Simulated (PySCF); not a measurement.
Cl2La (SMILES [Cl][La+][Cl]), charge +1, singlet, at a GFN2-xTB geometry (such geometries of metal compounds can be far from the true shape) (the multiplicity is a formal guess) (core potentials on La); HF/def2-SV(P) (PySCF).

The PySCF input:
```python
from pyscf import gto, scf

mol = gto.Mole()
mol.atom = '''
    La    0.44085595   -0.03288820    0.54719399
    Cl    0.61454882    0.32765128   -1.99155080
    Cl   -2.09271289   -0.21737908    0.15684153
'''
mol.basis = 'def2-sv(p)'
mol.ecp = {'La': 'def2-sv(p)'}
mol.charge = 1
mol.verbose = 4
mol.build()

mf = scf.RHF(mol)
mf.init_guess = 'sap'
mf.kernel()
mf.analyze()
```

Question: What does PySCF print? Leave out banner, timings and long lists.

Answer: 
```
PySCF version 2.14.0

[INPUT] verbose = 4
[INPUT] num. atoms = 3
[INPUT] num. electrons = 44
[INPUT] charge = 1
[INPUT] spin (= nelec alpha-beta = 2S) = 0
[INPUT] symmetry False subgroup None
[INPUT] Mole.unit = angstrom
[INPUT] Symbol           X                Y                Z      unit          X                Y                Z       unit  Magmom
[...]
nuclear repulsion = 120.715199502705
number of shells = 27
number of NR pGTOs = 122
number of NR cGTOs = 61
basis = def2-sv(p)
ecp = {'La': 'def2-sv(p)'}

******** <class 'pyscf.scf.hf.RHF'> ********
method = RHF
initial guess = sap
damping factor = 0
level_shift factor = 0
DIIS = <class 'pyscf.scf.diis.CDIIS'>
diis_start_cycle = 1
diis_space = 8
diis_damp = 0
SCF conv_tol = 1e-09
SCF conv_tol_grad = None
SCF max_cycles = 50
direct_scf = True
direct_scf_tol = 1e-13
Set gradient conv threshold to 3.16228e-05
Initial guess from superposition of atomic potentials (doi:10.1021/acs.jctc.8b01089)
This is the Gaussian fit version as described in doi:10.1063/5.0004046.
Found SAP basis sapgrasplarge

WARN: SAP basis coefficients must be equal or closeto total electronic charge: -91.0 !≃ 44
Check fails with value 47.0

[...]
init E= -914.03791531762
[...]
cycle= 1 E= -927.586937738287  delta_E= -13.5  |g|= 4.21  |ddm|= 54.3
[...]
cycle= 2 E= -911.780173200383  delta_E= 15.8  |g|= 5.67  |ddm|= 49.3
[...]
cycle= 3 E= -949.074010103077  delta_E= -37.3  |g|=  1.4  |ddm|= 16.5
[...]
cycle= 4 E= -949.522542309294  delta_E= -0.449  |g|= 0.794  |ddm|= 1.08
[...]
cycle= 5 E= -949.739123962173  delta_E= -0.217  |g|= 0.327  |ddm|= 1.07
[...]
cycle= 6 E= -949.789784080528  delta_E= -0.0507  |g|= 0.059  |ddm|= 0.753
[...]
cycle= 7 E= -949.790756792514  delta_E= -0.000973  |g|= 0.00974  |ddm|=  0.1
[...]
cycle= 8 E= -949.790802774816  delta_E= -4.6e-05  |g|= 0.00287  |ddm|= 0.0206
[...]
cycle= 9 E= -949.790809412973  delta_E= -6.64e-06  |g|= 0.000811  |ddm|= 0.00742
[...]
cycle= 10 E= -949.790810096011  delta_E= -6.83e-07  |g|= 0.00024  |ddm|= 0.00248
[...]
cycle= 11 E= -949.79081016475  delta_E= -6.87e-08  |g|= 5.27e-05  |ddm|= 0.001
[...]
cycle= 12 E= -949.79081016712  delta_E= -2.37e-09  |g|= 1.11e-05  |ddm|= 0.000158
[...]
cycle= 13 E= -949.790810167272  delta_E= -1.52e-10  |g|= 3.5e-06  |ddm|= 3.69e-05
[...]
Extra cycle  E= -949.790810167285  delta_E= -1.32e-11  |g|= 1.72e-06  |ddm|= 8.29e-06
converged SCF energy = -949.790810167285
**** SCF Summaries ****
Total Energy =                        -949.790810167285485
Nuclear Repulsion Energy =             120.715199502704621
One-electron Energy =                -1556.639938477948363
Two-electron Energy =                  486.133928807958171
Two-electron Coulomb Energy =          544.976574459441508
DFT Exchange-Correlation Energy =      -58.842645651483338
HOMO-LUMO gap [eV] =                    10.182866261890188
**** MO energy ****
[...]
WARN: Weak orthogonality for localized orbitals 2.351093145983052e-09

WARN: System has nonzero charge 1; the dipole moment is origin-dependent.
Location of origin: [0. 0. 0.]

Dipole moment(X, Y, Z, Debye):  7.19222, -0.53655,  8.92704
```
